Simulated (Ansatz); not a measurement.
The first iterations of a band of GaH5S (7 atoms, charge 0, multiplicity 1).

These are results of Ansatz, RKS LDA/def2-SVP, not measurements.

- movable images: 5
- climbing image: yes
- spring: 5.0 eV/Å²
- optimiser: quadratic models (default)
- start path: through a guess of the saddle point
- force threshold: 0.05 eV/Å
- iteration limit: 60
- end points: relaxed

First end point:

```xyz
7
Properties=species:S:1:pos:R:3
Ga -0.044 0.053 0.008
H -0.553 0.517 1.426
H 1.477 0.239 -0.350
H -1.088 -0.093 -1.161
S 0.120 -2.424 0.460
H -1.119 -2.598 1.009
H 0.708 -2.359 1.692
```

Last end point:

```xyz
7
Properties=species:S:1:pos:R:3
Ga 0.111 -0.662 -0.233
H 0.015 0.308 1.875
H 1.491 0.044 -0.403
H -1.302 -0.050 -0.491
S 0.235 -2.821 0.176
H -1.116 -3.007 0.195
H 0.067 -0.477 1.965
```

| iteration | highest image above the first end (eV) | largest band force component (eV/Å) |
| --- | --- | --- |
| 1 | 2.121 | 9.683 |
| 2 | 0.891 | 4.092 |
| 3 | 0.684 | 1.433 |
| 4 | 0.570 | 1.228 |

Q: Does the band converge within its limit, and where does its top end?

A: The run converged. It ended after 12 iterations with the highest image 0.373 eV above the first end. A vibrational analysis at the climbing image gives one clearly imaginary mode, 730i cm⁻¹: a first-order saddle point. The orbitals stay closed-shell, which can raise the energy where a bond breaks towards radicals; this wasn't checked here.

Time of the run: 75 s on 1 thread of Arm Neoverse V1 (shared host), peak memory 0.13 GiB.
